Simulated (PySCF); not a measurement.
C₄H₂ClF, SMILES C#C/C(Cl)=C\F.

Geometry: ωB97X-D3(BJ)/def2-SVP. The structure was generated by enumeration; whether it is a known compound was not checked.

Level of theory: PySCF with PBE/def2-TZVP.

Isolated molecule, no solvent.

```
Property                                                                                                         Value
---------------------------------------------------------------------------------------------  -----------------------
total energy                                                                                        -713.20559 hartree
point group                                                                                                         Cs
highest occupied level                                                                                        -6.06 eV
lowest empty level                                                                                            -2.16 eV
orbital gap                                                                                                    3.91 eV
dipole moment                                                                                                   0.26 D
quadrupole, principal values (traceless, Buckingham form, about the centre of nuclear charge)  -6.30, -4.57, 10.87 D·Å
mean static polarisability                                                                        61.3 bohr³ (9.08 Å³)
polarisability, principal values                                                                34.7, 63.2, 85.9 bohr³
```
